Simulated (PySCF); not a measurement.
Zero-point energy (kcal/mol) of eight silicon and germanium compounds: PBE-D3(BJ) beside ωB97X-D3(BJ), computed with PySCF for isolated molecules in the bases named; differences from unrounded values. The eight are the first of their class met in an unordered collection, after screening for sound electronic states; none was chosen by its value. Each level has its own optimised geometry.

```
molecule                                                 basis  ωB97X-D3(BJ)  PBE-D3(BJ)  difference
----------------------------------------------------  --------  ------------  ----------  ----------
Ge(H)(F)2(Et) (C₂H₆F₂Ge), SMILES [F][GeH]([CH2]C)[F]  def2-SVP         49.62       47.57       -2.05
CH4ClF2NSi, SMILES CN[Si](F)(F)Cl                     def2-SVP         39.87       38.30       -1.57
C₂H₈ClNSi₂, SMILES C[Si@H](Cl)/C=N/[SiH3]             def2-SVP         59.24       56.50       -2.74
Si(Cl)(F)2(SMe) (CH3ClF2SSi), SMILES CS[Si](F)(F)Cl   def2-SVP         30.32       29.01       -1.31
C2H4ClFOSi, SMILES C(=O)[Si@@](Cl)(F)C                def2-SVP         38.16       36.50       -1.67
Se(Br)(GeH3) (BrGeH3Se), SMILES [GeH3][Se]Br          def2-SVP         16.01       14.98       -1.03
Si(H)2(Me)(NCO) (C2H5NOSi), SMILES C[SiH2]N=C=O       def2-SVP         43.00       41.26       -1.74
CH9BSi2, SMILES CB([SiH3])[SiH3]                      def2-SVP         56.34       53.78       -2.57
```

PBE-D3(BJ) lies below ωB97X-D3(BJ) in 8 and above it in 0 of the eight; the mean signed difference is -1.83 and the largest -2.74 kcal/mol.
